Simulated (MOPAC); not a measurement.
MOPAC input (PM7):

```
PM7 PRECISE GNORM=0.05 LET XYZ CHARGE=-1 GEO-OK AUX(PRECISION=9) THREADS=1
CH2BI2

C    -2.38096500 1   -0.23659700 1    0.21770600 1
B    -0.97549100 1   -0.09693500 1    0.08919500 1
I     0.47348200 1   -1.68071200 1    0.71672000 1
I    -0.00024100 1    1.72773800 1   -0.75999200 1
H    -3.07509400 1    0.53942100 1   -0.09052400 1
H    -2.84341100 1   -1.12754400 1    0.63168900 1
```

Output:

```
 *******************************************************************************
 **                                                                           **
 **                              MOPAC v23.2.5                                **
 **                                                                           **
 *******************************************************************************
 ** MOPAC's Digital Object Identifier: https://doi.org/10.5281/zenodo.6511958 **
 **                                                                           **
 ** Please cite the open-source release paper for use of this MOPAC version:  **
 ** J. E. Moussa and J. J. P. Stewart (2026)                                  **
 ** MOPAC: An open-source semiempirical molecular orbital program             **
 ** J. Open Source Softw., 11(119), 8025, https://doi.org/10.21105/joss.08025 **
 *******************************************************************************

                              PM7 CALCULATION RESULTS

 *******************************************************************************
 *  PM7        - The PM7 Hamiltonian to be used
 *  GEO-OK     - OVERRIDE INTERATOMIC DISTANCE AND OTHER SAFETY CHECKS
 *
 *
 *
 *                 CHARGE ON SYSTEM = -1
 *
 *
 *
 *  LET        - OVERRIDE SOME SAFETY CHECKS
 *  PRECISE    - TIGHTER CRITERIA TO BE USED
 *  XYZ        - CARTESIAN COORDINATE SYSTEM TO BE USED
 *  GNORM      - EXIT WHEN GRADIENT NORM DROPS BELOW 0.050
 *  AUX        - OUTPUT AUXILIARY INFORMATION
 *******************************************************************************
PM7 PRECISE GNORM=0.05 LET XYZ CHARGE=-1 GEO-OK AUX(PRECISION=9) THREADS=1
 CH2BI2

   ATOM   CHEMICAL          X               Y               Z
  NUMBER   SYMBOL      (ANGSTROMS)     (ANGSTROMS)     (ANGSTROMS)

     1       C         -2.38096500  *  -0.23659700  *   0.21770600  *
     2       B         -0.97549100  *  -0.09693500  *   0.08919500  *
     3       I          0.47348200  *  -1.68071200  *   0.71672000  *
     4       I         -0.00024100  *   1.72773800  *  -0.75999200  *
     5       H         -3.07509400  *   0.53942100  *  -0.09052400  *
     6       H         -2.84341100  *  -1.12754400  *   0.63168900  *

          CARTESIAN COORDINATES

    NO.       ATOM           X           Y           Z

     1         C         -2.3810     -0.2366      0.2177
     2         B         -0.9755     -0.0969      0.0892
     3         I          0.4735     -1.6807      0.7167
     4         I         -0.0002      1.7277     -0.7600
     5         H         -3.0751      0.5394     -0.0905
     6         H         -2.8434     -1.1275      0.6317

 General Reference for PM7:
 "Optimization of Parameters for Semiempirical Methods VI: More Modifications to the
 NDDO Approximations and Re-optimization of Parameters", J. J. P. Stewart, J. Mol. Mod., 1:32, 19 (2013)
 https://link.springer.com/article/10.1007/s00894-012-1667-x

           Empirical Formula: C H2 B I2  =     6 atoms

      MOLECULAR POINT GROUP   :   C2v

      RHF CALCULATION, NO. OF DOUBLY OCCUPIED LEVELS = 12

          Geometry optimization using EF

          DIAGONAL MATRIX USED AS START HESSIAN

 CYCLE:     1  GRAD.:    36.751 HEAT: -56.98995
 CYCLE:     2  GRAD.:   143.981 HEAT: -50.10521
 CYCLE:     3  GRAD.:    82.724 HEAT: -55.72851
 CYCLE:     4  GRAD.:    84.571 HEAT: -53.46830
 CYCLE:     5  GRAD.:    41.849 HEAT: -57.16555
 CYCLE:     6  GRAD.:    34.031 HEAT: -57.40559
 CYCLE:     7  GRAD.:     5.923 HEAT: -58.49076
 CYCLE:     8  GRAD.:     2.380 HEAT: -58.51780
 CYCLE:     9  GRAD.:     1.116 HEAT: -58.52648
 CYCLE:    10  GRAD.:     0.919 HEAT: -58.53049
 CYCLE:    11  GRAD.:     4.503 HEAT: -58.52273
 CYCLE:    12  GRAD.:     0.048 HEAT: -58.53094

     GRADIENT =  0.04810 IS LESS THAN CUTOFF =  0.05000

 -------------------------------------------------------------------------------
 PM7 PRECISE GNORM=0.05 LET XYZ CHARGE=-1 GEO-OK AUX(PRECISION=9) THREADS=1
 CH2BI2

     GEOMETRY OPTIMISED USING EIGENVECTOR FOLLOWING (EF).
     SCF FIELD WAS ACHIEVED

                              PM7 CALCULATION
                                                       MOPAC v23.2.5 Linux

          FINAL HEAT OF FORMATION =        -58.53095 KCAL/MOL =    -244.89347 KJ/MOL

          COSMO AREA              =        140.32 SQUARE ANGSTROMS
          COSMO VOLUME            =        134.53 CUBIC ANGSTROMS

          GRADIENT NORM           =          0.04810          =       0.01963 PER ATOM
          IONIZATION POTENTIAL    =          4.400423 EV
          HOMO LUMO ENERGIES (EV) =         -4.400  3.675
          NO. OF FILLED LEVELS    =         12
          MOLECULAR WEIGHT        =        278.6458         POINT GROUP:  C2v

          MOLECULAR DIMENSIONS (Angstroms)

            Atom       Atom       Distance
            H     5    I     3     4.18585
            H     6    I     4     4.15198
            B     2    C     1     0.00000

          SCF CALCULATIONS        =         13

   ATOM   CHEMICAL          X               Y               Z
  NUMBER   SYMBOL      (ANGSTROMS)     (ANGSTROMS)     (ANGSTROMS)

     1       C         -2.31046320  *  -0.22959217  *   0.21126023  *
     2       B         -0.89206279  *  -0.08864622  *   0.08156695  *
     3       I          0.44557076  *  -1.68302195  *   0.71906820  *
     4       I         -0.02802482  *   1.72451418  *  -0.75724787  *
     5       H         -3.01814240  *   0.52481957  *  -0.08681947  *
     6       H         -2.79201165  *  -1.10217487  *   0.61807640  *

                             CARTESIAN COORDINATES

   1    C       -2.310463196    -0.229592172     0.211260232
   2    B       -0.892062786    -0.088646216     0.081566954
   3    I        0.445570763    -1.683021953     0.719068201
   4    I       -0.028024822     1.724514177    -0.757247870
   5    H       -3.018142401     0.524819573    -0.086819472
   6    H       -2.792011645    -1.102174870     0.618076405

           Empirical Formula: C H2 B I2  =     6 atoms

      MOLECULAR POINT GROUP   :   C2v

                  EIGENVALUES
 -19.74743 -18.86203 -18.66218 -10.44861  -9.80583  -7.32756  -6.67077  -6.27505
  -5.08382  -5.07421  -4.92712  -4.40042   3.67528   5.32907   6.01490   9.76944
  10.01882  10.33541 128.78391 129.10883 129.31940 130.56525 130.58717 131.24159
 131.26633 132.74880 132.84448 133.24609

              NET ATOMIC CHARGES AND DIPOLE CONTRIBUTIONS

  ATOM NO.   TYPE          CHARGE      No. of ELECS.   s-Pop       p-Pop       d-Pop
    1          C          -0.255596        4.2556     1.14100     3.11460
    2          B          -0.263127        3.2631     0.57650     2.68663
    3          I          -0.355033        7.3550     1.87507     5.47584     0.00412
    4          I          -0.355035        7.3550     1.87507     5.47584     0.00412
    5          H           0.114395        0.8856     0.88560
    6          H           0.114395        0.8856     0.88560
 DIPOLE           X         Y         Z       TOTAL
 POINT-CHG.     0.227     0.023    -0.021     0.229
 HYBRID        -0.596    -0.059     0.055     0.602
 SUM           -0.369    -0.037     0.034     0.373

          ATOMIC ORBITAL ELECTRON POPULATIONS

     Atom    s        px        py        pz      x^2-y^2     xz        z^2       yz        xy
    1  C   1.14100   1.14478   1.06730   0.90252
    2  B   0.57650   0.84056   0.74694   1.09913
    3  I   1.87507   1.81208   1.72690   1.93686   0.00107   0.00045   0.00057   0.00071   0.00132
    4  I   1.87507   1.91623   1.65244   1.90718   0.00099   0.00038   0.00052   0.00102   0.00120
    5  H   0.88560
    6  H   0.88560

 **********************
 *                    *
 * JOB ENDED NORMALLY *
 *                    *
 **********************

 == MOPAC DONE ==
```

The dipole moment of an ion depends on the origin.

The geometry given is a B3LYP-D3(BJ)/def2-TZVP minimum.
